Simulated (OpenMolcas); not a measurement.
Ti3+ (d1) in a complex was computed by SS-CASPT2, IPEA 0.25 Eh, imaginary shift 0.1 Eh with the d shell active (OpenMolcas, ANO-RCC-VDZP on the metal). Its lowest spin-free states, and all those of the highest spin:

```json
{"2S+1": "2", "Degeneracy": "2", "E (cm-1)": "0"}
{"2S+1": "2", "Degeneracy": "2", "E (cm-1)": "8340"}
{"2S+1": "2", "Degeneracy": "1", "E (cm-1)": "22160"}
```

Is the site octahedral, tetrahedral or cube-like, axial, or of lower symmetry?

The states with 2S+1 = 2 have orbital degeneracies 2, 2, 1. There are pairs but no triples, so the site is axial: not cubic, but with a proper or improper axis of order three or more. The run had Ti3+ with 5 ligands (hydroxide, ammonia on the axis) in trigonal bipyramidal coordination (C3) at 1.94 Å, the axial distance 2.025 Å. Ligand basis ANO-RCC-VDZP.

Over all roots computed the reference weight is 0.72; a low but even weight reflects the number of correlated electrons. An orbital doublet at a regular site is open to a Jahn-Teller distortion, which this geometry leaves out. The least metal-like active orbital is 83 % on the metal (Löwdin) and no ligand orbital is active, so the numbers are rough. Ligand-to-metal charge-transfer states are missing. No measured value stands beside these numbers; the geometry was imposed, not optimised, and the real ion may take another.
